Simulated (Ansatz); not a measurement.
`CC[Si](F)(F)F` → `[CH3]`• + `[CH2][Si](F)(F)F`•  (homolysis of the C–C bond)

Program: Ansatz. Geometries: PBE0-D4/def2-TZVP. ΔE: electronic, gas phase. CBS: MP2 limit from def2 TZ/QZ plus the TZ coupled-cluster correction, frozen cores. This one scheme is used for every species. Functionals use def2-TZVPP. B3LYP here is the variant with VWN-RPA as its local correlation; programs differ in this. HSE06 is defined as in plane-wave codes. Open shells (•) are unrestricted, without spin–orbit coupling. Each species was taken in one conformer, which may not be the lowest.

| level | ΔE (kJ/mol) | difference from CCSD(T)/CBS |
| --- | --- | --- |
| B3LYP-D4 | 375.9 | -17.6 |
| HSE06-D4 | 388.9 | -4.6 |
| BHLYP-D4 | 363.4 | -30.1 |
| ωB97M-V | 397.4 | 3.9 |
| B2PLYP | 376.5 | -17.0 |
| r2SCAN0 | 356.8 | -36.7 |
| BHLYP | 354.7 | -38.8 |
| CCSD(T)/def2-SVP | 390.0 | -3.5 |
| HF/def2-QZVPP | 251.3 | -142.2 |
| CCSD/CBS(def2) | 381.4 | -12.1 |
| CCSD(T)/CBS | 393.5 | 0 |

Largest T1 diagnostic among the species: 0.012.

From BLYP to BHLYP (50 % exact exchange), in def2-TZVPP and without D4, ΔE moves by −3.6 kJ/mol: exact exchange takes away binding that semilocal exchange gives to molecules. At CCSD(T), def2-SVP lies −3.5 kJ/mol from the extrapolated value and def2-TZVPP −8.2 kJ/mol.
